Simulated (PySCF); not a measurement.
A geometry optimisation on `[GeH3][NH][GeH3]`.

Method: PBE0-D3(BJ)/def2-SVP geometry optimisation, gas phase (PySCF 2.14.0). Start geometry: GFN2-xTB. The input is one job of a driver script: a line of settings, then coordinates in Å.

Command:
```bash
OMP_NUM_THREADS=1 python probes_run.py task.json out
```

Input:
```
{"job": {"xc": "PBE0", "basis": "def2-SVP", "d3": "d3bj", "grid": 1, "shake": 0.01, "kind": "geom"}, "charge": 0, "multiplicity": 1}
Ge    -1.592560    -0.041990     0.002800
N      0.043460     0.715270    -0.058710
Ge     1.575290    -0.240040    -0.080850
H     -1.649590    -0.994130    -1.128040
H     -2.584160     1.103510    -0.194600
H     -1.912890    -0.724910     1.288520
H      0.130400     1.609380     0.412270
H      1.498300    -1.206120    -1.201850
H      1.843980    -0.985850     1.226150
H      2.698190     0.743950    -0.286750
```

Output:
```
step   0  E = -4211.80311199  max force = 0.019416
step   1  E = -4211.80813756  max force = 0.005996
step   2  E = -4211.80870575  max force = 0.000880
step   3  E = -4211.80873875  max force = 0.001284
step   4  E = -4211.80876696  max force = 0.000840
step   5  E = -4211.80878064  max force = 0.000595
step   6  E = -4211.80881643  max force = 0.000670
step   7  E = -4211.80884076  max force = 0.000594
step   8  E = -4211.80886206  max force = 0.000410
step   9  E = -4211.80886919  max force = 0.000390
optimisation converged
```

Energies in Eh; «max force» is the largest Cartesian gradient component in Eh/bohr.

Task: Give the first gradient maximum in eV/Å.

Result: With 1 Eh/bohr = 51.422 eV/Å, 0.998 eV/Å.

Task: How much energy does the optimisation release, in eV?

Result: E(step 0) − E(last step) = 0.005757 Eh, which is 0.157 eV.

In short: final energy -4211.80887 Eh after 9 steps; dipole 0.67 D.

Hardware: one thread, Arm Neoverse N1 (aarch64), shared host with 64 logical CPUs at a one-minute load of 61. Cost: 95 s wall, 0.48 GiB resident at most.
Labels such as C1 count atoms from 1, the log's own numbers from 0.
